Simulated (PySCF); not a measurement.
Bond stretch in H₂ (cation, charge +1), doublet.

Levels: ROHF/cc-pVDZ (PySCF); NEVPT2 = PySCF with SC-NEVPT2 on CASSCF(1,2)/cc-pVDZ, all electrons correlated; UMP2 = MP2 on UHF/cc-pVDZ (PySCF 2.14.0); UCCSD = CCSD on UHF/cc-pVDZ run with PySCF.

Energies are in kcal/mol, each relative to the lowest point of its own curve near equilibrium.

```
R / Å  ROHF  NEVPT2  UMP2  UCCSD
-----  ----  ------  ----  -----
0.87    5.7     5.7   5.7    5.7
0.92    2.7     2.7   2.7    2.7
0.99    0.5     0.5   0.5    0.5
1.04    0.0     0.0   0.0    0.0
1.07    0.1     0.1   0.1    0.1
1.10    0.3     0.3   0.3    0.3
1.12    0.6     0.6   0.6    0.6
1.17    1.6     1.6   1.6    1.6
1.21    2.6     2.6   2.6    2.6
1.27    4.5     4.5   4.5    4.5
1.37    8.3     8.3   8.3    8.3
1.49   13.5    13.5  13.5   13.5
1.63   19.7    19.7  19.7   19.7
1.81   27.3    27.3  27.3   27.3
1.98   33.7    33.7  33.7   33.7
2.22   41.1    41.1  41.1   41.1
2.42   46.1    46.1  46.1   46.1
2.66   50.8    50.8  50.8   50.8
2.94   54.9    54.9  54.9   54.9
3.27   58.2    58.2  58.2   58.2
3.83   61.2    61.2  61.2   61.2
4.40   62.5    62.5  62.5   62.5
```
